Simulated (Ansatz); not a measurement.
Ansatz (an electronic-structure program) input (CCSD(T)/aug-cc-pVDZ):

Ansatz 0.2 input:
```yaml
crystal:
  periodic: [false, false, false]
  atoms:
    - {symbol: C, position_ang: [1.19436928, -1.23983869, -0.97687783]}
    - {symbol: C, position_ang: [0.58112338, -0.55800534, 0.24969902]}
    - {symbol: C, position_ang: [1.55742289, 0.49355212, 0.81896708]}
    - {symbol: C, position_ang: [-0.77412000, 0.04194168, -0.00392411]}
    - {symbol: C, position_ang: [-1.02123302, 0.86804050, -1.22081127]}
    - {symbol: C, position_ang: [-1.68395622, 0.23910443, 1.16070965]}
    - {symbol: H, position_ang: [0.50762633, -1.97018125, -1.40839570]}
    - {symbol: H, position_ang: [1.44782799, -0.51488814, -1.75304410]}
    - {symbol: H, position_ang: [2.11489701, -1.75906943, -0.70303334]}
    - {symbol: H, position_ang: [0.45273997, -1.32445898, 1.02296041]}
    - {symbol: H, position_ang: [1.16263693, 0.95126654, 1.72737877]}
    - {symbol: H, position_ang: [1.73612518, 1.28745749, 0.09009843]}
    - {symbol: H, position_ang: [2.52059447, 0.03819742, 1.06128102]}
    - {symbol: H, position_ang: [-0.56456956, 0.44442501, -2.11636509]}
    - {symbol: H, position_ang: [-2.09149749, 0.98108493, -1.40894526]}
    - {symbol: H, position_ang: [-0.61661704, 1.88815525, -1.11352669]}
    - {symbol: H, position_ang: [-2.73251754, 0.26636642, 0.85163169]}
    - {symbol: H, position_ang: [-1.49254926, 1.19409493, 1.67774703]}
    - {symbol: H, position_ang: [-1.56633489, -0.55121822, 1.90563779]}
basis:
  gaussian:
    orbitals: aug-cc-pVDZ
magnetization: {spin_polarized: true, initial_magnetization: 1}
correlation: {method: ccsd_t, electrons: outside_noble_gas}
output: {forces: true}
```

Output:

```
Functional definition: HF
integrals: 3.41 GiB planned
2519 factors; integrals over basis functions are off by at most 6.8e-4 eV
1.29 GiB of device memory are held for the factors and their scratch space
mean field: 1.99 GiB planned
mean field evaluation 1: about -6381.1715 eV, gradient 3.4e1 eV
mean field evaluation 2: about -6381.1775 eV, gradient 3.4e1 eV
mean field evaluation 4: about -6388.1489 eV, gradient 3.9e0 eV
mean field evaluation 8: about -6388.2941 eV, gradient 1.8e-1 eV
mean field evaluation 16: about -6388.2733 eV, gradient 1.1e0 eV
mean field evaluation 32: about -6384.1623 eV, gradient 2.9e-1 eV
mean field -6388.29480213 eV, -234.7655038366 hartree, gradient 1.4e-6 eV, S^2 0.764450; 0 other end points of the search recorded, 0 dependent functions left out
6 core orbitals not correlated
reference -6388.29480213 eV, -234.7655038366 hartree; 19, 18 occupied and 230, 231 virtual orbitals, 2519 factors
densities: 33.07 GiB planned
second order -23.93408569 eV of doubles, -0.00000000 eV of singles
coupled cluster: 23.36 GiB planned
cycle   1  -25.47998632 eV  change    -1.5e0 eV  update   1.0e-1
cycle   2  -26.15222553 eV  change   -6.7e-1 eV  update   3.0e-2
cycle   3  -26.26531084 eV  change   -1.1e-1 eV  update   1.3e-2
cycle   4  -26.26586416 eV  change   -5.5e-4 eV  update   4.4e-3
cycle   5  -26.26545302 eV  change    4.1e-4 eV  update   1.9e-3
cycle   6  -26.26543864 eV  change    1.4e-5 eV  update   7.0e-4
cycle   7  -26.26540204 eV  change    3.7e-5 eV  update   2.4e-4
cycle   8  -26.26543031 eV  change   -2.8e-5 eV  update   1.0e-4
cycle   9  -26.26541139 eV  change    1.9e-5 eV  update   4.1e-5
cycle  10  -26.26538742 eV  change    2.4e-5 eV  update   1.9e-5
cycle  11  -26.26539798 eV  change   -1.1e-5 eV  update   9.1e-6
cycle  12  -26.26540225 eV  change   -4.3e-6 eV  update   3.8e-6
perturbative correction -0.87724793 eV, -0.0322382666 hartree
the calculation of the forces begins
1.29 GiB of device memory are held for the factors and their scratch space
Total energy: -6415.43745231 eV, -235.7629778325 hartree
Atom 0 at     1.194369    -1.239839    -0.976878 Å, force    -0.062851     0.070825     0.065641 eV/Å
Atom 1 at     0.581123    -0.558005     0.249699 Å, force     0.156502     0.049823     0.003625 eV/Å
Atom 2 at     1.557423     0.493552     0.818967 Å, force    -0.103611    -0.098173    -0.077748 eV/Å
Atom 3 at    -0.774120     0.041942    -0.003924 Å, force    -0.033782    -0.316100    -0.122644 eV/Å
Atom 4 at    -1.021233     0.868040    -1.220811 Å, force     0.042987     0.141238    -0.072415 eV/Å
Atom 5 at    -1.683956     0.239104     1.160710 Å, force    -0.047290     0.093910     0.132775 eV/Å
Atom 6 at     0.507626    -1.970181    -1.408396 Å, force    -0.319131    -0.332488    -0.188048 eV/Å
Atom 7 at     1.447828    -0.514888    -1.753044 Å, force     0.114820     0.349043    -0.342931 eV/Å
Atom 8 at     2.114897    -1.759069    -0.703033 Å, force     0.414109    -0.231929     0.137475 eV/Å
Atom 9 at     0.452740    -1.324459     1.022960 Å, force    -0.063099    -0.343074     0.335208 eV/Å
Atom 10 at     1.162637     0.951267     1.727379 Å, force    -0.193265     0.205972     0.424703 eV/Å
Atom 11 at     1.736125     1.287457     0.090098 Å, force     0.068288     0.360874    -0.352768 eV/Å
Atom 12 at     2.520594     0.038197     1.061281 Å, force     0.428141    -0.211408     0.109382 eV/Å
Atom 13 at    -0.564570     0.444425    -2.116365 Å, force     0.194595    -0.209057    -0.399405 eV/Å
Atom 14 at    -2.091497     0.981085    -1.408945 Å, force    -0.471579     0.031500    -0.079256 eV/Å
Atom 15 at    -0.616617     1.888155    -1.113527 Å, force     0.169856     0.411851     0.060802 eV/Å
Atom 16 at    -2.732518     0.266366     0.851632 Å, force    -0.448140    -0.002121    -0.147895 eV/Å
Atom 17 at    -1.492549     1.194095     1.677747 Å, force     0.093893     0.389990     0.196756 eV/Å
Atom 18 at    -1.566335    -0.551218     1.905638 Å, force     0.059557    -0.360677     0.316742 eV/Å
Dipole moment:     0.018379     0.026231     0.024543 e Å
```

It need not be the lowest isomer of its formula.
